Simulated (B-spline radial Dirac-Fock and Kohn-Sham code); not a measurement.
Dipole and non-dipole photoemission parameters of Pd³⁺ 2s

System: Pd³⁺ in the configuration [Kr] 4d7; threshold 3625.7 eV (orbital energy of the model). These are calculated numbers from an atomic code on a B-spline grid; the model is Dirac-Hartree-Slater photoionisation with a Latter tail; cross sections with all multipoles, angular parameters from the dipole term and its interference with E2.

For linearly polarised light dσ/dΩ = σ/(4π) [1 + β P₂(cos θ) + (δ + γ cos²θ) sin θ cos φ], with θ from the polarisation vector and φ the angle between the beam and the projection of the electron momentum on the plane normal to the polarisation.

```csv
hν (eV),σ (kb),β,γ
4180,28.4,1.994,0.376
4830,22.1,1.994,0.043
8110,8.33,1.995,0.073
8400,7.77,1.995,0.107
9580,5.93,1.995,0.260
11500,4.02,1.995,0.522
12000,?,?,?
13200,2.98,1.994,0.749
```

Problem. Give the values at 12000 eV.

Solution. σ = 3.67 kb, β = 1.994, γ = 0.590. For an s subshell δ is negligible.
